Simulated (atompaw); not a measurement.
## Reading a pseudo-wave (Ti (Z = 22))

Columns: radius, all-electron u(r) and pseudo u(r) of the 4p shell (level -1.71 eV) of titanium in the configuration [Ar] 3d2 4s1.75 4p0.25; LDA (PW92), scalar-relativistic, PAW (atompaw) scheme, atompaw 4.2.0.5.

```tsv
r (bohr)	all-electron	pseudo
0.115	0.0951	0.0009
0.231	0.0950	0.0035
0.346	0.0122	0.0078
0.462	-0.0812	0.0139
0.577	-0.1494	0.0218
0.692	-0.1851	0.0315
0.808	-0.1912	0.0432
0.923	-0.1745	0.0567
1.038	-0.1421	0.0720
1.154	-0.0993	0.0894
1.269	-0.0514	0.1085
1.385	-0.0007	0.1297
1.500	0.0496	0.1522
1.615	0.0985	0.1763
1.731	0.1455	0.2018
1.846	0.1892	0.2281
1.962	0.2299	0.2552
2.077	0.2669	0.2823
2.192	0.3006	0.3090
2.308	0.3311	0.3352
2.423	0.3582	0.3598
2.538	0.3822	0.3826
2.654	0.4034	0.4034
2.769	0.4216	0.4216
2.885	0.4373	0.4373
3.000	0.4505	0.4505
```

Problem. How many radial nodes do the two functions have?

Solution. The all-electron 4p function has n − l − 1 = 2; the pseudo-wave has 0, since the states of the same l below it are removed with the core.

Problem. Is the pseudo-wave norm-conserving?

Solution. No, it belongs to a PAW set: the norm inside the radius is not constrained, and the difference is carried by the augmentation charge.
